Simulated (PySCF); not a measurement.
Compound: C₅H₉N₃.
Z-matrix (Å and degrees, GFN2-xTB geometry), rows numbered from 1:
```
C 
C   1  1.4858
N   2  1.3491  1  122.65
N   3  1.2795  2  109.65  1   179.81
N   4  1.3295  3  108.75  2     0.02
C   5  1.4309  4  121.68  3  -179.64
C   5  1.3583  4  110.05  3    -0.04
C   7  1.4817  2  132.73  1     1.00
H   1  1.0894  2  110.72  3   125.24
H   1  1.0859  2  108.93  3     5.06
H   1  1.0898  2  110.53  3  -114.61
H   6  1.0917  5  110.60  4  -122.64
H   6  1.0880  5  107.47  4    -2.94
H   6  1.0923  5  110.59  4   116.52
H   8  1.0865  7  109.71  2    -5.37
H   8  1.0911  7  110.58  2   114.51
H   8  1.0904  7  110.83  2  -125.62
```

Method: TDDFT CAM-B3LYP/def2-SVPD, vertical, gas phase, core orbitals frozen in the response in PySCF.

Kohn–Sham orbitals with the atoms that hold most of them (Löwdin shares over 4%, at most four atoms; ? is withheld):

| orbital | ε (eV) | atoms |
| --- | --- | --- |
| LUMO+2 | 1.67 | C6 19%, C1 18%, H15 9%, H9 8% |
| LUMO+1 | 1.32 | N4 24%, N5 19%, C7 16%, N3 13% |
| LUMO | 0.97 | C8 20%, C6 17%, H16 8%, H17 8% |
| HOMO | ? | ? |
| HOMO-1 | -8.70 | ? |
| HOMO-2 | -9.37 | N3 30%, N5 30%, N4 9%, C7 8% |
| HOMO-3 | -10.68 | N4 45%, N3 28%, C2 6%, C1 5% |

Task: Give the leading atoms of the HOMO.

Result: C2 (bonded to 2 C and N) 24%; C7 (bonded to 2 C and N) 23%; N4 (bonded to 2 N) 21%; N5 (bonded to 2 C and N) 8%. By element: carbon 47% or more, nitrogen 29% or more.

Task: Give the leading atoms of the HOMO-1.

Result: N3 (bonded to C and N) 47%; N4 (bonded to 2 N) 28%; C2 (bonded to 2 C and N) 10%; N5 (bonded to 2 C and N) 8%. By element: nitrogen 83%, carbon 10% or more.

Task: What is the HOMO energy, and the HOMO–LUMO gap?

Result: ε(HOMO) = -8.12 eV; the gap is 9.09 eV (0.3339 hartree).

Task: How does S1 compare with the orbital gap of 9.09 eV?

Result: S1 is at 5.83 eV (f = 0.0080), 3.26 eV below the gap, made of HOMO-1→LUMO+1 (92%). Its leading pair isn't HOMO and LUMO; the energies of that pair differ by 10.02 eV. 

Task: One configuration dominates each of S1, S5 and S8. Which, and how do the shares of the two leading atoms of either orbital change from the occupied to the empty one?

Result: 
- S1 (5.83 eV, f 0.0080), HOMO-1→LUMO+1 (92%): N3 47% → 13%, N4 28% → 24%, N5 8% → 19%
- S5 (7.30 eV, f 0.0055), HOMO-1→LUMO (75%): N3 47% → at most 9%, N4 28% → at most 9%, C8 at most 7% → 20%, C6 at most 7% → 17%
- S8 (7.60 eV, f 0.020), HOMO-2→LUMO (73%): N3 30% → at most 9%, N5 30% → at most 9%, C8 at most 8% → 20%, C6 at most 8% → 17%
